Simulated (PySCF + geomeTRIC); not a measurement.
Species: [Mo(F)6] (charge 0, multiplicity 1).

**Question.** Give a relaxed geometry from BP86-D3(BJ)/def2-SVP (PySCF + geomeTRIC).

**Answer.** the end point of this relaxation.
Cartesian coordinates (Å) in one orientation:
```xyz
7

Mo     0.000    -0.001     0.001
F      0.360     0.801     1.620
F      1.447    -1.118     0.230
F     -1.448     1.116    -0.229
F      1.084     1.228    -0.844
F     -0.361    -0.802    -1.619
F     -1.085    -1.229     0.845
```
